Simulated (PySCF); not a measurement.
**Electron correlation in Ar⁺ (argon, charge +1)**

[Ne] 3s2 3p5, 2P determinant. Calculation: PySCF 2.14, in def2-TZVP; no relativity, point nucleus. Frozen: [Ne]; 7 electrons correlated.

MP2 pair energies summed by pair of shells (mhartree):

```json
{"pair": "3p-3p", "energy": "-103.45", "share (%)": "63.7"}
{"pair": "3s-3p", "energy": "-50.33", "share (%)": "31.0"}
{"pair": "3s-3s", "energy": "-8.71", "share (%)": "5.4"}
```

Total MP2 correlation energy: -162.49 mhartree.

Same-spin part -37.79 and opposite-spin part -124.70 mhartree; SCS-MP2 scales them by 1/3 and 6/5 to -162.24 mhartree.

```tsv
level	correlation energy (mhartree)
CCSD	-188.31
(T)	-5.28
CCSD(T)	-193.59
```

Diagnostics: T1 = 0.0064, D1 = 0.0219, largest double amplitude 0.054.

Cost of the coupled-cluster step: 0.72 s of wall time on 1 thread of Neoverse-N1 (shared host), for 7 correlated electrons.

Iterations:

```
CC2 = 0
CCSD nocc = (np.int64(4), np.int64(3)), nmo = (32, 32)
frozen orbitals [[0, 1, 2, 3, 4], [0, 1, 2, 3, 4]]
max_cycle = 100
direct = 0
conv_tol = 1e-08
conv_tol_normt = 1e-06
diis_space = 8
diis_start_cycle = 0
Init t2, MP2 energy = -0.162492833471233
Init E_corr(UCCSD) = -0.162492833471544
cycle = 1  E_corr(UCCSD) = -0.182605574409856  dE = -0.0201127409  norm(t1,t2) = 0.0372807
cycle = 2  E_corr(UCCSD) = -0.186643440883803  dE = -0.00403786647  norm(t1,t2) = 0.0117374
cycle = 3  E_corr(UCCSD) = -0.188373373615504  dE = -0.00172993273  norm(t1,t2) = 0.00467263
cycle = 4  E_corr(UCCSD) = -0.188305946735912  dE = 6.74268796e-05  norm(t1,t2) = 0.000550279
cycle = 5  E_corr(UCCSD) = -0.188307073120438  dE = -1.12638453e-06  norm(t1,t2) = 7.42454e-05
cycle = 6  E_corr(UCCSD) = -0.188307337455262  dE = -2.64334825e-07  norm(t1,t2) = 1.40809e-05
cycle = 7  E_corr(UCCSD) = -0.188307387158547  dE = -4.97032849e-08  norm(t1,t2) = 2.32227e-06
cycle = 8  E_corr(UCCSD) = -0.18830737903216  dE = 8.12638734e-09  norm(t1,t2) = 5.1e-07
UCCSD converged
E(UCCSD) = -526.455518102338  E_corr = -0.1883073790321599
UCCSD(T) correction = -0.00527812993464184
```
